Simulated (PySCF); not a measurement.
**Which determinant of Sn₂⁺ lies lowest?**

Unrestricted PBE0; basis Sn cc-pVDZ-PP with ECP28; scalar-relativistic core potentials; PySCF 2.14. Outer shells of the fragments: Sn+ 4d10 5s2 5p1; Sn 4d10 5s2 5p2.

Followed along the bond (rough minima from three points):

```tsv
2Ms+1	unpaired	⟨S²⟩ at the start	R at minimum (Å)	Te (eV)
4	σ ↑, π ↑↑	3.75	2.80	0.00
2	π ↑	0.75	3.00	0.35
2	σ ↑, π ↑↓	1.76	2.81	0.39
2	σ ↓, π ↑↑	1.77	2.80	0.40
2	σ ↑	0.76	2.84	0.92
```

Solutions found at the starting distance of 2.800 Å, counted from the lowest of them; the search is not exhaustive and high or unbound solutions are not listed, so other states can lie among these:

| 2Ms+1 | unpaired | term | E (eV) | ⟨S²⟩ | ⟨Lz²⟩ |
| --- | --- | --- | --- | --- | --- |
| 4 | σ ↑, π ↑↑ | ⁴Σ⁻ | 0.00 | 3.75 | 0.00 |
| 2 | σ ↑, π ↑↓ | mixed | 0.39 | 1.76 | 2.01 |
| 2 | σ ↓, π ↑↑ | mixed | 0.40 | 1.77 | 0.00 |
| 2 | π ↑ | ²Π | 0.46 | 0.75 | 1.00 |
| 2 | σ ↑ | mixed | 0.93 | 0.76 | 2.00 |
| 2 | π ↑ | ²Π | 1.64 | 0.75 | 1.00 |
| 4 | σ ↑, π ↑↑ | mixed | 1.72 | 3.76 | 2.01 |
| 4 | π ↑↑↑ | ⁴Π | 2.37 | 3.76 | 1.00 |
| 4 | σ ↑↑, π ↑ | ⁴Π | 4.36 | 3.75 | 1.00 |
| 4 | σ ↑↑, π ↑ | ⁴Π | 5.44 | 3.75 | 1.00 |

A term symbol is given only where ⟨S²⟩ and ⟨Lz²⟩ are close to those of a pure state; real π, δ and φ orbitals otherwise mix terms, and g/u labels are left off.

**Question.** Compare the gap between the two lowest followed solutions at the starting distance with the gap between their minima.

**Answer.** At PBE0 the second solution (doublet, unpaired electrons π ↑) lies +0.46 eV from the first (quartet, unpaired electrons σ ↑, π ↑↑) at 2.800 Å and +0.35 eV at the minima; the two curves relax by different amounts, since their minima lie near 3.00 and 2.80 Å.

Spin–orbit coupling is left out.
